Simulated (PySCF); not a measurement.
OsO₃, SMILES [O]=[Os](=[O])=[O] (connectivity only; charge and spin as stated), neutral, multiplicity 3.

Geometry: PBE0-D3(BJ)/def2-TZVP. The geometry has at least one imaginary mode, so it is a saddle point at that level. The spin state was assumed, not searched. The def2 effective core potentials stand for the cores of Os; spin–orbit coupling is left out.

Two levels are set side by side: PBE/def2-TZVPD (PySCF) and B3LYP/def2-TZVPD (PySCF). Same geometry, gas phase. Differences are taken from unrounded values.

| quantity | B3LYP | PBE | PBE minus B3LYP |
|---|---|---|---|
| α-spin orbital gap (eV) | 2.72 | 0.66 | -2.06 |
| β-spin orbital gap (eV) | 3.16 | 1.27 | -1.89 |
| dipole moment (D) | 0.86 | 0.88 | 0.02 |
| mean polarisability (bohr³) | 47.0 | 47.3 | 0.3 |

Rough cost on one machine, each run with all the roots and properties that it gave: B3LYP against PBE within a factor of 2.
